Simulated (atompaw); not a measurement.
**Logarithmic derivatives: I, PAW (atompaw)**

- Element: iodine (I)
- Generator: atompaw 4.2.0.5
- Type: PAW
- Functional: PBE
- Relativity: scalar-relativistic
- Frozen core: [Kr] 4d10
- Valence charge: 7
- Reference configuration: 5s2 5p5
- Partial waves: 5s (bound): rc 2.00 bohr; 5s channel at -0.5 Ry: rc 1.85 bohr; 5p (bound): rc 2.00 bohr; 5p channel at 0.05 Ry: rc 2.00 bohr; 5d channel at 0.2 Ry: rc 1.90 bohr; 5d channel at 2.8 Ry: rc 1.90 bohr
- Local potential: bessel scheme, radius 1.75 bohr
- Core correction: smooth core density matched at 1.65 bohr
- Augmentation charge: besselshape compensation charge, radius 1.80 bohr; PAW radius 2.00 bohr; waves and projectors: custom rrkj gramschmidtortho

The phase is arctan(r·u′/u) with u = r·R(r), unwrapped; energies in Ry, scanned from -3 to 5 Ry. A pole is an energy at which the radial function vanishes at the test radius. The pseudo phase is shifted by a multiple of π to meet the all-electron one at the reference energy, and phase errors are pseudo minus all-electron; the curves can meet again beyond the range given. Levels narrower than the energy grid can be missing from the lists of poles. n/a: not evaluated, since a narrow level or a reset projector energy made the automatic matching unsafe.

**Question.** For each channel, where are the poles, and over which energies does the pseudopotential scatter like the atom?

**Answer.**

| channel | radius (bohr) | reference energy (Ry) | poles, all-electron | poles, pseudo | unbroken range about the reference energy with phases within 0.05 rad | phase error 1 Ry above the reference energy (rad) |
| --- | --- | --- | --- | --- | --- | --- |
| s | 2.01 | -1.28 | 1.82 | 1.82 | the whole range | -0.000 |
| p | 2.01 | -0.52 | 3.76 | 3.70 | the whole range | -0.000 |
| d | 2.01 | 0.20 | none | none | n/a | n/a |

Note: ghost state, extra bound levels that the all-electron valence spectrum of the same l lacks: d at -9.5 eV. A true bound ghost makes a file unfit for plane-wave use.

Phases in the s channel:

```tsv
E (Ry)	all-electron	pseudo
-3.00	0.991	0.991
-2.52	0.794	0.795
-2.04	0.399	0.399
-1.56	-0.291	-0.291
-1.08	-0.877	-0.877
-0.60	-1.175	-1.175
-0.12	-1.331	-1.331
0.36	-1.424	-1.424
0.84	-1.487	-1.487
1.32	-1.533	-1.533
1.80	-1.569	-1.569
2.28	-1.600	-1.600
2.76	-1.627	-1.627
3.24	-1.653	-1.652
3.72	-1.677	-1.677
4.20	-1.703	-1.702
4.68	-1.731	-1.730
```
